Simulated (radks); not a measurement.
All-electron atom: B3+ in 1s1 6s1 (not the ground configuration). Calculated with a radial shooting solver on a logarithmic mesh with Libxc functionals: non-relativistic Kohn-Sham, LDA (Slater exchange, Perdew-Wang correlation), spin-polarised, spherical densities, point nucleus; open shells are filled with parallel spins first.

Normalised radial functions P(r) = r R(r), r in bohr:

r,1s up,6s up
0.02868,0.5517,0.0315
0.04245,0.7620,0.0433
0.06282,1.0184,0.0573
0.09297,1.2960,0.0714
0.1376,1.5347,0.0802
0.2036,1.6343,0.0738
0.3013,1.4891,0.0390
0.4496,1.0686,-0.0318
0.6653,0.5480,-0.1095
0.9846,0.1706,-0.1165
1.457,0.0255,0.0201
2.157,0.0013,0.1679
3.192,0.0000,-0.0085
4.723,0.0000,-0.1983
6.99,0.0000,0.2059
10.34,0.0000,-0.0267
15.31,0.0000,-0.3564
22.84,0.0000,-0.0377
33.8,0.0000,-0.0002

1s up: eigenvalue -302.36 eV, 0 radial nodes, <r> = 0.304 bohr, 90 % of the charge inside 0.540 bohr. 6s up: eigenvalue -5.889 eV, 5 radial nodes at r = 0.384, 1.40, 3.16, 5.88, 10.2 bohr, <r> = 12.8 bohr, 90 % of the charge inside 17.3 bohr.
